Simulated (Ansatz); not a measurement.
## Ansatz (development build ahead of 0.2.0) run

```yaml
crystal:
  periodic: [false, false, false]
  atoms:
    - { symbol: Mg, position_ang: [0.0, 0.0, 0.0] }
basis:
  gaussian: { orbitals: def2-SVP }
magnetization:
  spin_polarized: true
  initial_magnetization: 2
hamiltonian:
  xc: hf
scf:
  omitted_lower_state_checks: [starts, atomic_configurations, cluster_reference, orbital_swaps, given_window_search, neighbouring_geometries, increment]
output:
  forces: true
```

The input is written out in the form of the current development build from the run's settings.

The run gave:

| Quantity | Value |
| --- | --- |
| Converged | yes |
| Total energy | -199.46979 hartree |
| Spin squared of the determinant | 2.000 |
| Stability test | minimum |

Forces (eV/Å):
| atom | Fx | Fy | Fz |
| --- | --- | --- | --- |
| Mg1 | 0.000 | 0.000 | 0.000 |

Caution: another spin multiplicity may lie lower.
